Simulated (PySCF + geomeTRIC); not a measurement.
Species: C$_{2}$H$_{6}$N, SMILES `C[N]C` (charge 0, multiplicity 2).

Q: Give a relaxed geometry from TPSS-D3(BJ)/def2-SVP run with PySCF + geomeTRIC.

A: the end point of this relaxation (outside a Z-matrix the atoms follow the SMILES, hydrogens last).
Cartesian coordinates (Å) in one orientation:
```xyz
9

C     -1.148    -0.110    -0.303
N      0.015    -0.918    -0.032
C      1.163    -0.116     0.308
H     -2.022    -0.746    -0.524
H     -1.399     0.556     0.555
H     -0.976     0.565    -1.173
H      0.960     0.553     1.176
H      2.027    -0.757     0.550
H      1.449     0.555    -0.534
```
